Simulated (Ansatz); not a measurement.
Reaction (formal exchange of groups at the Sn–C bond): `[CH3][SnH2][CH2][AlH2]` + `CC(C)C` → `[CH3][SnH2][CH3]` + `CC(C)[CH2][AlH2]`

Calculated with Ansatz (gas phase, PBE0-D4/def2-TZVP geometries, no zero-point term in ΔE). CCSD(T)/CBS adds triple-zeta CCSD(T) − MP2 to the extrapolated MP2 energy (def2 sets, frozen cores). Functionals use def2-TZVPP. B3LYP here is the variant with VWN-RPA as its local correlation; programs differ in this. def2 core potentials past Kr. For Sn outer-core shells are correlated without core-valence functions, which leaves a few kJ/mol of doubt a bond. Each species was taken in one conformer, which may not be the lowest.

```csv
level,ΔE (kJ/mol),difference from CCSD(T)/CBS
PBE-D4,27.2,-4.1
r2SCAN-D4,30.0,-1.3
PBE0-D4,28.2,-3.1
B3LYP-D4,26.6,-4.7
ωB97X-V,26.6,-4.7
ωB97M-V,26.8,-4.5
B2PLYP,28.9,-2.4
PBE,27.8,-3.5
r2SCAN,30.2,-1.1
PBE0,28.7,-2.6
B3LYP,27.5,-3.8
HF/def2-TZVPP,30.0,-1.3
MP2/def2-TZVPP,30.9,-0.4
SCS-MP2/def2-TZVPP,30.2,-1.1
CCSD/def2-TZVPP,29.3,-2.0
CCSD(T)/def2-TZVPP,29.7,-1.6
HF/def2-QZVPP,30.1,-1.2
MP2/def2-QZVPP,31.9,0.6
SCS-MP2/def2-QZVPP,31.0,-0.3
HF/CBS(def2),30.1,-1.2
MP2/CBS(def2),32.5,1.2
CCSD/CBS(def2),30.9,-0.4
CCSD(T)/CBS,31.3,0
```

Largest T1 diagnostic among the species: 0.011.
